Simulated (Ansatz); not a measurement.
Program: Ansatz. Geometries: PBE0-D4/def2-TZVP. ΔE: electronic, gas phase. CCSD(T)/CBS adds triple-zeta CCSD(T) − MP2 to the extrapolated MP2 energy (def2 sets, frozen cores). This one scheme is used for every species. DFT in def2-TZVPP. B3LYP here is the variant with VWN-RPA as its local correlation; programs differ in this. For Ge outer-core shells are correlated without core-valence functions, which leaves a few kJ/mol of doubt a bond. Scalar relativity is left out up to krypton.

Reaction (germylene formation by 1,1-elimination): `[OH][GeH3]` → H₂ + `[OH][GeH]`

```
             level  ΔE (kJ/mol)
       LDA (SPW92)        138.9
          B3LYP-D4        100.7
        r2SCAN0-D4        134.3
          BHLYP-D4        123.0
           ωB97M-V        111.0
            revPBE         89.1
   CCSD/def2-QZVPP        128.0
CCSD(T)/def2-QZVPP        124.9
```

(1) What does CCSD(T)/CBS give? (An estimate is asked.)

Largest T1 diagnostic among the species: 0.016.

## Answers

(1) Computed: +116.0 kJ/mol. The listed levels differ from it by 22.9, -15.3, 18.3, 7.0, -5.0, -26.9, 12.0, 8.9 kJ/mol.

At CCSD(T), def2-SVP lies +7.3 kJ/mol from the extrapolated value and def2-TZVPP +9.4 kJ/mol. From PBE to PBE0 (25 % exact exchange), in def2-TZVPP and without D4, ΔE moves by +20.8 kJ/mol. Leaving LDA and LC-ωPBE aside and taking each functional with its dispersion term where it has one, the values, not all of them listed here, spread over 59.9 kJ/mol, from BLYP-D4 to PBE-QIDH. LDA lies +36.4 kJ/mol from PBE without D4.
